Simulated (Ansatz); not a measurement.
## Energy on a grid of two coordinates

CH₄GeO (SMILES C[O][GeH]), singlet, PBE0-D4/def2-TZVP minimum:

```tsv
atom	x (Å)	y (Å)	z (Å)
C1	-0.4207	0.6627	-0.0948
O2	-0.6235	-0.7124	-0.3098
Ge3	0.5219	-2.0370	-0.0265
H4	-0.5534	1.2024	-1.0374
H5	0.5824	0.8690	0.2963
H6	-1.1639	1.0335	0.6176
H7	1.7185	-1.0863	0.5090
```

Rows set the bond length C1–O2 (Å; 1.406 at the minimum), columns the bond length C1–H4 (Å; 1.094), set in this order; the parts move rigidly, in a bend the first-named atom's side turns in the plane, and in a torsion the whole end group turns. CCSD(T) energies count from the value at that structure, in eV. Computed with Ansatz 0.2.0 (basis: def2-TZVPP); correlated methods freeze the cores. Filled d shells of the heavier atoms are correlated. The def2 sets are not built for correlating such inner shells, so the correlated values are less sure here.

```csv
C1–O2 \ C1–H4,0.985,1.039,1.118,1.211,1.313
1.238,1.063,?,0.795,0.931,1.232
1.358,?,0.123,0.075,0.240,0.575
1.535,0.404,0.227,?,0.381,0.743
1.741,1.202,1.028,1.002,1.196,1.569
1.969,2.214,2.039,2.012,2.208,?
```

**Question.** Fill in the withheld cells. (To be estimated.)

**Answer.** The calculation gives: (1.238, 1.039): 0.864; (1.358, 0.985): 0.308; (1.535, 1.118): 0.195; (1.969, 1.313): 2.583 eV. These count from the CCSD(T) energy at the PBE0-D4 minimum.

The same grid for a cheaper method: r2SCAN-D4 − CCSD(T), both counted from the minimum, in eV:
```tsv
C1–O2 \ C1–H4	0.985	1.039	1.118	1.211	1.313
1.238	-0.046	-0.049	-0.055	-0.065	-0.076
1.358	-0.003	-0.005	-0.009	-0.015	-0.023
1.535	0.000	0.001	-0.001	-0.004	-0.007
1.741	-0.033	-0.032	-0.032	-0.033	-0.034
1.969	-0.073	-0.072	-0.071	-0.071	-0.070
```

The T1 diagnostic stays at or below 0.024. The restricted Hartree–Fock reference is unstable towards an unrestricted one here.

For scale, one of the runs: CCSD(T)/def2-TZVPP, 166 basis functions (an equivalent command: `ansatz run in.yaml --threads 4`). Hardware: 4 CPU threads, shared host. Wall time 22 s; peak host memory 1.4 GiB.
